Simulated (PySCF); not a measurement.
C6H8NO (doublet state).
Cartesian coordinates in Å at the GFN2-xTB level; atoms count from 1:
```xyz
16
C6H8NO angstrom
O      3.5934    0.1523    0.4289
C      2.4709   -0.0584    0.0342
N      1.6261   -1.0068    0.2732
C      0.2891   -1.1678    0.0701
C     -0.7159   -0.6083    1.0953
C     -0.6600   -0.0288   -0.2497
C     -1.5883    0.2751   -1.3575
C     -0.5723    1.2980   -0.8854
H      2.0671    0.6505   -0.7548
H      0.0403   -2.1301   -0.3711
H     -0.2960   -0.0430    1.9149
H     -1.5481   -1.2425    1.3636
H     -1.4233   -0.1890   -2.3187
H     -2.6316    0.4318   -1.1233
H     -0.9136    2.1573   -0.3255
H      0.2545    1.5186   -1.5474
```

The hyperfine couplings belong to this conformer and change with its torsions.

The species is `O=C[N][C@H]1CC12CC2` [radical].

Theory: UKS B3LYP, pcH-1 on C H N O, non-relativistic, mean-field spin-orbit, GIAO in PySCF 2.14.0. One conformer (not necessarily the lowest) at the GFN2-xTB geometry, without solvent, vibrations or thermal averaging. The geometry wasn't refined by DFT: couplings that depend on bond lengths, twists or pyramidal angles can differ widely from those at the functional's own minimum. The frame is twisted about the C2–N3 bond at this geometry (dihedral H9–C2–N3–C4 = -20°); couplings at other torsion angles weren't computed. No stability test was run, so a lower SCF solution isn't excluded.

What is the g tensor, term by term?

| Δg (ppm) | 1 | 2 | 3 |
| --- | --- | --- | --- |
| relativistic mass correction | -221 | -221 | -221 |
| gauge correction | 22 | -6 | 33 |
| orbital Zeeman/spin–orbit | 471 | 1631 | 3746 |
| total | 272 | 1405 | 3559 |

So g = 2.00259, 2.00372, 2.00588 and g_iso = 2.00406; the tensor is rhombic: the two nearest values differ by 34 % of g3 − g1. 

At 94.108 GHz, how far is the centre of the isotropic spectrum from where a free electron (g = 2.002319) resonates?

B = hν/(g μB) with μB/h = 13.99624 MHz/mT gives 3358.01 mT for the free electron and 3355.08 mT at g_iso, 2.92 mT lower.

What effective moment and Curie constant follow for a powder?

With the mean of g² = 4.0163 and S(S+1) = 0.75: μ_eff = √(⟨g²⟩S(S+1)) = 1.736 μB and χT = 0.12505·⟨g²⟩·S(S+1) = 0.377 cm³ K/mol (cgs; spin-Hamiltonian part alone).

What are the electron Larmor frequencies g μB B/h along the three axes at 350 mT?

9.8101, 9.8156, 9.8262 GHz for g1, g2 and g3, a range of 16.1 MHz.

In a frozen sample, at which fields do the three g values resonate at 9.5, 34, 94 and 263 GHz (hyperfine left aside), and which band first spreads them over more than twice a line width of 1.0 mT?

```csv
band,GHz,B(g3) mT,B(g2) mT,B(g1) mT,spread mT
X,9.5,338.38,338.75,338.94,0.56
Q,34.0,1211.05,1212.35,1213.04,1.99
W,94.0,3348.20,3351.80,3353.70,5.49
J,263.0,9367.84,9377.91,9383.22,15.37
```

The spread grows in proportion to the frequency. W band is the first where it exceeds 2.0 mT.

The Mulliken spin populations are largest on N3 (+0.64), H9 (+0.12), O1 (+0.11) and C6 (+0.09). N3 is the only atom above +0.15.

The HOMO–LUMO gaps are 7.41 eV among the α and 2.66 eV among the β orbitals.
